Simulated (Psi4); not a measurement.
phosphoric acid (H3O4P), singlet, geometry from GFN2-xTB. Base run: M06-2X/def2-SVP in Psi4.

Geometry (Å):
```xyz
8

O      0.4964     0.0775     1.4627
P      0.0776    -0.0019    -0.0668
O      1.1878    -0.0287    -1.0217
O     -0.8859    -1.2633    -0.1064
O     -0.9269     1.2177    -0.2239
H      1.2710     0.6288     1.5513
H     -0.3729    -2.0488    -0.2844
H     -1.0337     1.4233    -1.1503
```
All else is at Psi4's defaults (density fitting).
Base energy -643.68003 Eh.

Variants of this job, named by their change:

```csv
change,ΔE vs base (µEh),SCF cycles,grid points,basis functions
base,0.0,8,171937,89
scf_type = dfdirj+cosx,-69.5,9,171937,89
dft_nuclear_scheme = stratmann,-36.7,8,158486,89
diis_max_vecs = 3,0.0,10,171937,89
basis_guess = true,0.0,6,171937,89
scf_type = disk_df,0.0,8,171937,89
guess = core,0.0,10,171937,89
dft_nuclear_scheme = becke,56.9,8,171037,89
diis_max_vecs = 15,0.0,8,171937,89
scf_type = pk,-139,8,171937,89
scf_type = direct,-139,10,171937,89
df_basis_scf = cc-pvqz-jkfit,-140,8,171937,89
scf_type = dfdirj+link,-228,8,171937,89
```
